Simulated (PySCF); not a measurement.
Screening by computed properties: pick the candidate that meets the target.

All species are isolated and taken at one optimised geometry, non-relativistic unless stated. Electronic properties by PySCF.

The conformers computed, where there is a choice (atom-mapped SMILES and torsion angles):
- `[CH2:1]=[CH:2][C:3](=[CH2:4])[O:5][SiH3:6]`: C1–C2–C3–C4 180°, C2–C3–O5–Si6 179°

The conformers of `CC#C[C@H]1CCN([SiH3])C1` and `N#C[C@@H]1CCC[C@@H]1F` aren't listed.

Question: Wanted: HOMO energy between -10.5 eV and -8.3 eV (wB97X-D/def2-SVPD) and lowest singlet excitation below 6 eV (TDDFT wB97X-D/def2-SVPD), at PBE0-D3(BJ)/def2-SVP geometries. Which candidate meets both?
A. `[GeH2]([GeH3])[Cl]`
B. `C1=CS[CH+]S1`
C. `C=CC(=C)O[SiH3]`
D. `N#C[C@@H]1CCC[C@@H]1F`
E. `N1([SiH3])C[C@H](CC1)C#CC`
F. `[O+]#Cc1c(cc(cc1)C)C`

Answer: C. Computed values:
```csv
species,HOMO energy,lowest singlet excitation
C1=CS[CH+]S1,-15.56 eV,5.12 eV
[O+]#Cc1c(cc(cc1)C)C,-14.01 eV,4.21 eV
N#C[C@@H]1CCC[C@@H]1F,-11.04 eV,7.64 eV
[GeH2]([GeH3])[Cl],-9.91 eV,6.23 eV
C=CC(=C)O[SiH3],-8.41 eV,5.67 eV
N1([SiH3])C[C@H](CC1)C#CC,-8.25 eV,5.90 eV
```

Question: Wanted: static isotropic polarisability between 76 au and 100 au (wB97X-D/def2-SVPD) and lowest triplet excitation (Tamm–Dancoff) below 3.4 eV (TDA wB97X-D/def2-SVPD), at PBE0-D3(BJ)/def2-SVP geometries. Which candidate meets both?
A. `[O+]#Cc1c(cc(cc1)C)C`
B. `[GeH2]([GeH3])[Cl]`
C. `N#C[C@@H]1CCC[C@@H]1F`
D. `N1([SiH3])C[C@H](CC1)C#CC`
E. `C=CC(=C)O[SiH3]`
F. `C1=CS[CH+]S1`

Answer: E. Computed values:
```csv
species,static isotropic polarisability,lowest triplet excitation (Tamm–Dancoff)
C1=CS[CH+]S1,59.7 au,3.54 eV
N#C[C@@H]1CCC[C@@H]1F,71.6 au,6.35 eV
[GeH2]([GeH3])[Cl],80.2 au,5.70 eV
C=CC(=C)O[SiH3],83.2 au,3.30 eV
[O+]#Cc1c(cc(cc1)C)C,106.9 au,3.18 eV
N1([SiH3])C[C@H](CC1)C#CC,117.3 au,5.44 eV
```

Question: Wanted: HOMO–LUMO gap between 10 eV and 10.5 eV (wB97X-D/def2-SVPD) and vertical ionisation energy below 9 eV (ΔSCF wB97X-D/def2-SVPD), at PBE0-D3(BJ)/def2-SVP geometries. Which candidate meets both?
A. `s1[cH+]scc1`
B. `N#C[C@@H]1CCC[C@@H]1F`
C. `CC#C[C@H]1CCN([SiH3])C1`
D. `[Cl][GeH2][GeH3]`
E. `CC1=CC(C)=C(C#[O+])C=C1`

Answer: C. Computed values:
```
                species  HOMO–LUMO gap  vertical ionisation energy
CC1=CC(C)=C(C#[O+])C=C1        8.29 eV                    14.03 eV
            s1[cH+]scc1        9.35 eV                    15.85 eV
CC#C[C@H]1CCN([SiH3])C1       10.26 eV                     8.22 eV
       [Cl][GeH2][GeH3]       10.80 eV                    10.21 eV
  N#C[C@@H]1CCC[C@@H]1F       12.91 eV                    11.34 eV
```
